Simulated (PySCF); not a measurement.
**NaPb⁺ at UHF**

Level: UHF. PySCF, scalar-relativistic core potentials, basis sets Na def2-SVPD, Pb def2-SVPD with ECP60.

- state: ³Π (triplet), unpaired electrons σ ↑, π ↑
- bond length: 6.711 bohr
- harmonic wavenumber: 97.0 cm⁻¹
- force constant: 0.115 mdyn/Å
- rotational constant Be: 0.06456 cm⁻¹
- anharmonicity ωexe: 0.453 cm⁻¹
- vibration–rotation constant αe: 0.000457 cm⁻¹
- bond order (Mayer): 0.30
- dipole moment (positive dipole points towards Pb; it is taken about the centre of mass and depends on that origin): -11.56 D

These are scalar-relativistic numbers at best; spin–orbit coupling would shift them, the dissociation energy most. Hartree–Fock leaves out correlation, which carries a large part of most bond energies and some tenths to 1 eV of ionisation energies. The state was picked by a PBE0 search and need not be the measured ground state.
